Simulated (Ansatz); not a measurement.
Reaction (substitution at a C–C bond): `CC(F)OCCF` + `COB(O)Br` → `COB(Br)OC` + `FCCOCF`

Program: Ansatz. Geometries: PBE0-D4/def2-TZVP. ΔE: electronic, gas phase. CCSD(T)/CBS adds triple-zeta CCSD(T) − MP2 to the extrapolated MP2 energy (def2 sets, frozen cores). Functionals use def2-TZVPP. For Br outer-core shells are correlated without core-valence functions, which leaves a few kJ/mol of doubt a bond. Scalar relativity is left out up to krypton. Each species was taken in one conformer, which may not be the lowest.

Task: Is it downhill or uphill in electronic energy at CCSD(T)/CBS, and by how much? (Best estimate.)

Result: Ansatz gave: Uphill: ΔE = +75.6 kJ/mol.

Task: What do these levels give: B2PLYP, PBE, r2SCAN, PBE0, HF/def2-TZVPP, HF/def2-QZVPP? (An estimate is asked.)

Result: Computed: B2PLYP 70.3, PBE 71.6, r2SCAN 75.6, PBE0 73.6, HF/def2-TZVPP 64.0, HF/def2-QZVPP 63.3 kJ/mol.

Largest T1 diagnostic among the species: 0.011.

In def2-TZVPP, CCSD(T) changes the Hartree–Fock value by +9.2 kJ/mol (the triples alone add +1.0 kJ/mol) and MP2 by +12.8 kJ/mol.
